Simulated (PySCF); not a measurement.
Deuteron quadrupole couplings in `CCc1[pH]c(F)cc1C`

Compound: C7H10FP.
Cartesian coordinates in Å at the GFN2-xTB level; atoms count from 1:
```xyz
19
C7H10FP angstrom
C     -2.5599   -0.7417   -0.2444
C     -1.5157    0.3658   -0.2305
C     -0.1175   -0.1675   -0.1319
P      0.2662   -1.9309   -0.3843
C      1.9973   -1.5364   -0.0049
F      2.9559   -2.4779    0.0255
C      2.2218   -0.2177    0.1062
C      1.0087    0.5663    0.0393
C      1.0732    2.0510    0.1976
H     -2.3805   -1.4176   -1.0800
H     -2.5168   -1.3159    0.6795
H     -3.5603   -0.3266   -0.3455
H     -1.6121    0.9626   -1.1436
H     -1.7034    1.0335    0.6157
H     -0.0590   -2.3507    0.9089
H      3.1904    0.2281    0.2594
H      0.1190    2.5167   -0.0294
H      1.3511    2.3048    1.2210
H      1.8318    2.4634   -0.4659
```

Level: PBE0/pcSseg-1 (PySCF, non-relativistic); Q(2H) = 0.00286 b; rigid geometry, the same for H and D, with no vibrational averaging.

Question: Rank these positions by the coupling χzz of a deuteron there, largest first.
A. H14 (methylene hydrogen)
B. H17 (methyl hydrogen)
C. H15 (hydrogen on phosphorus)
D. H16 (hydrogen on carbon)
E. H10 (methyl hydrogen)

Answer: D (225 kHz), B (213 kHz), E (206 kHz), A (202 kHz), C (135 kHz).

What are Vzz, η and χzz (234.96 MHz × Q × Vzz) at all hydrogens?

```
atom  bonded to  bond length (Å)  Vzz (au)     η  χzz (kHz)
 H10         C1            1.090    0.3070  0.02        206
 H11         C1            1.089    0.3119  0.01        210
 H12         C1            1.088    0.3155  0.02        212
 H13         C2            1.095    0.2991  0.02        201
 H14         C2            1.094    0.3001  0.03        202
 H15         P4            1.398    0.2012  0.08        135
 H16         C7            1.077    0.3355  0.07        225
 H17         C9            1.086    0.3166  0.03        213
 H18         C9            1.090    0.3101  0.02        208
 H19         C9            1.089    0.3117  0.02        209
```

Average by the element that carries the hydrogen.

on C: 210 kHz over 9 positions, mean bond length 1.089 Å; on P: 135 kHz over 1 position, mean bond length 1.398 Å.

How does χzz go with the bond length over the 9 C–H bonds?

A straight-line fit has a slope of -13.8 kHz for each 0.01 Å, with a correlation coefficient of -0.99, over lengths from 1.077 to 1.095 Å. The longer bonds have the smaller couplings here.

Give the 2H NMR doublet splittings at H10 for a magnetic field along the z, y and x axes of the gradient: 3χ/2, 3χ(1 + η)/4, 3χ(1 − η)/4.

With |χ| = 206.3 kHz and η = 0.020: 309, 158 and 152 kHz, to first order and without motion.

One conformer (not necessarily the lowest) at the GFN2-xTB geometry, without solvent, vibrations or thermal averaging. GFN2-xTB frequencies show an imaginary mode (35i cm⁻¹), so this geometry is no minimum at that level. GFN2-xTB bond lengths can be off by several hundredths of an ångström, more for odd bonds, and the gradients follow them. A larger basis could move these couplings by a tenth or more.
